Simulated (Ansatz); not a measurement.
Gas-phase electronic energies from Ansatz, PBE0-D4/def2-TZVP geometries. CBS: MP2 limit from def2 TZ/QZ plus the TZ coupled-cluster correction, frozen cores. This one scheme is used for every species. Functionals use def2-TZVPP. Each species was taken in one conformer, which may not be the lowest.

Consider the cleavage of the Si–Si bond: `C[SiH2][SiH](F)[SiH3]` + H–F → `C[SiH2][SiH](F)F` + SiH₄.

```
         level  ΔE (kcal/mol)
        PBE-D4          -30.7
       ωB97M-V          -37.6
MP2/def2-TZVPP          -37.3
  HF/CBS(def2)          -44.3
```

Task: What does CCSD(T)/CBS give? (Best estimate.)

Result: Ansatz gave: -35.6 kcal/mol. The listed levels differ from it by 4.9, -2.0, -1.7, -8.7 kcal/mol.

Largest T1 diagnostic among the species: 0.012.

The D4 term adds +2.0 kcal/mol with B3LYP and +1.2 kcal/mol with PBE0; it sums over pairs of atoms, weighted by their polarisabilities, and B3LYP, whose exchange is more repulsive, gets the larger term. From PBE to PBE0 (25 % exact exchange), in def2-TZVPP and without D4, ΔE moves by −1.1 kcal/mol. In def2-TZVPP, CCSD(T) changes the Hartree–Fock value by +7.4 kcal/mol (the triples alone add +1.0 kcal/mol) and MP2 by +6.3 kcal/mol.

B3LYP here is the variant with VWN-RPA as its local correlation; programs differ in this.
